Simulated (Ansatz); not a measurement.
C₂H₆ClHfIO₂ (`C[O][Hf]([Cl])([I])[O]C`). Charge 0, multiplicity 1. Hf, I: def2 effective core potential.

Cartesian coordinates in Å:
```
C -2.389 0.951 -0.825
O -1.160 0.318 -0.990
Hf 0.532 -0.517 -1.045
Cl 0.257 -2.751 -1.756
I 2.154 0.912 -2.729
O 1.305 -0.516 0.678
C 1.771 -0.454 1.988
H -2.552 1.206 0.226
H -2.419 1.869 -1.419
H -3.197 0.293 -1.157
H 2.760 0.012 2.010
H 1.091 0.136 2.610
H 1.848 -1.461 2.407
```

Question: What are the harmonic wavenumbers in cm⁻¹ at PBE0-D4/def2-TZVP (Ansatz, finite differences of forces, unscaled)? (Estimate.)

Answer: Computed: 48, 49, 51, 54, 55, 65, 73, 135, 171, 175, 215, 233, 368, 510, 512, 1180, 1181, 1181, 1184, 1214, 1248, 1477, 1479, 1489, 1490, 1490, 1491, 3027, 3029, 3102, 3103, 3106, 3106.

Question: Is this a minimum?

Answer: Yes, all 33 modes are real.

Question: Give the ideal-gas thermochemistry at 298.15 K and 1 bar (rigid rotor, harmonic oscillator; point group C1, symmetry number 1).

Answer: Zero-point energy 223.0 kJ/mol; H(298) − E = 258.1 kJ/mol; entropy 511.5 J/(mol·K), of which translation 183.7, rotation 133.5, vibration 194.3; G(298) − E = 105.6 kJ/mol. Modes under 100 cm⁻¹ are hindered rotations or soft bends, so the harmonic entropy is rough.

Question: And at 400, 500, 600, 800 and 1000 K?

Answer: 
```json
{"T (K)": "400", "H − E (kJ/mol)": "274.7", "S (J/mol/K)": "559.0", "G − E (kJ/mol)": "51.0"}
{"T (K)": "500", "H − E (kJ/mol)": "292.6", "S (J/mol/K)": "598.9", "G − E (kJ/mol)": "-6.9"}
{"T (K)": "600", "H − E (kJ/mol)": "312.0", "S (J/mol/K)": "634.4", "G − E (kJ/mol)": "-68.6"}
{"T (K)": "800", "H − E (kJ/mol)": "354.8", "S (J/mol/K)": "695.7", "G − E (kJ/mol)": "-201.8"}
{"T (K)": "1000", "H − E (kJ/mol)": "401.6", "S (J/mol/K)": "747.9", "G − E (kJ/mol)": "-346.3"}
```

Question: Rotational constants (cm⁻¹)?

Answer: 0.02927, 0.01471, 0.01461.
